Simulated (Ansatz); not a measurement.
The same path of Cl2FGeH + ClH (7 atoms, charge 0, multiplicity 1) was run twice with different band settings. Lost on the way: Ge1–F2, Cl6–H7. Made: Ge1–Cl6, F2–H7.

All numbers below come from Ansatz, RKS PBE0/def2-SVP.

Relaxed end points:

```xyz
7
Properties=species:S:1:pos:R:3
Ge 0.316 0.000 -0.265
F -0.091 0.000 1.430
H 1.835 0.000 -0.365
Cl -0.566 1.743 -1.095
Cl -0.566 -1.743 -1.095
Cl -3.220 0.000 2.068
H -1.928 0.000 2.066
```

```xyz
7
Properties=species:S:1:pos:R:3
Ge -0.526 0.001 -0.462
F 0.032 -0.003 2.821
H 0.717 0.002 0.412
Cl -0.636 1.733 -1.705
Cl -0.636 -1.733 -1.702
Cl -2.302 0.002 0.780
H -0.869 -0.001 2.600
```

Common settings: spring 5.0 eV/Å²; optimiser quadratic models (default); start path through a guess of the saddle point; force threshold 0.03 eV/Å; iteration limit 60; end points relaxed.

| run | movable images | climbing image |
| --- | --- | --- |
| 1 | 9 | yes |
| 2 | 2 | no |

What does each run give, and how far can it be trusted?

Run 1: converged after 9 iterations, highest image 1.028 eV above the first end. A vibrational analysis at the climbing image gives one clearly imaginary mode, 459i cm⁻¹: a first-order saddle point.
Run 2: converged after 7 iterations, highest image 0.543 eV above the first end. No image climbed, so the highest image needn't sit at the top of the path. A band with more images between the same ends climbed to 1.03 eV, so this one has probably stepped over the top. So few images can step over the top or miss a turn of the path.
The orbitals stay closed-shell, which can raise the energy where a bond breaks towards radicals; this wasn't checked here.
